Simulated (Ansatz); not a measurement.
F₂H₄MoO₄, SMILES `[OH][Mo]([OH])([OH])([OH])([F])[F]`. The species carries charge 0 and has multiplicity 1. Mo: def2 effective core potential. The geometry is a stationary point of PBE0-D4/def2-TZVP. It is one conformer, not always the lowest.

```xyz
11

O    -1.678   -0.684    0.582
Mo   -0.018    0.023   -0.013
O     1.499    0.920   -0.722
O     0.473   -0.328    1.726
O     0.822   -1.443   -0.742
F    -0.467    1.792    0.416
F    -1.047    0.279   -1.560
H    -2.413   -0.594   -0.035
H     1.463    1.882   -0.693
H    -0.150   -0.458    2.448
H     1.516   -1.390   -1.407
```

Question: What is the dipole moment at B3LYP/def2-TZVPP? (Best estimate.)

Answer: The calculation gave: 1.05 D, with components (0.56, -0.77, 0.44) D in this frame, pointing from negative to positive charge.

Question: And with PBE, r2SCAN, ωB97M-V? (Estimate.)

Answer: The calculation gave: PBE 0.96 D, r2SCAN 1.01 D, ωB97M-V 1.05 D.

Question: Give the Mulliken charges with B3LYP, r2SCAN, ωB97M-V in def2-TZVPP. (Estimate.)

Answer: Computed: 
| atom | B3LYP | r2SCAN | ωB97M-V |
| --- | --- | --- | --- |
| O1 | -0.43 | -0.45 | -0.41 |
| Mo2 | 1.61 | 1.59 | 1.53 |
| O3 | -0.44 | -0.45 | -0.41 |
| O4 | -0.43 | -0.44 | -0.41 |
| O5 | -0.43 | -0.44 | -0.41 |
| F6 | -0.39 | -0.38 | -0.38 |
| F7 | -0.39 | -0.38 | -0.38 |
| H8 | 0.22 | 0.23 | 0.21 |
| H9 | 0.22 | 0.23 | 0.21 |
| H10 | 0.24 | 0.25 | 0.23 |
| H11 | 0.24 | 0.25 | 0.23 |

B3LYP here is the variant with VWN-RPA as its local correlation; programs differ in this.
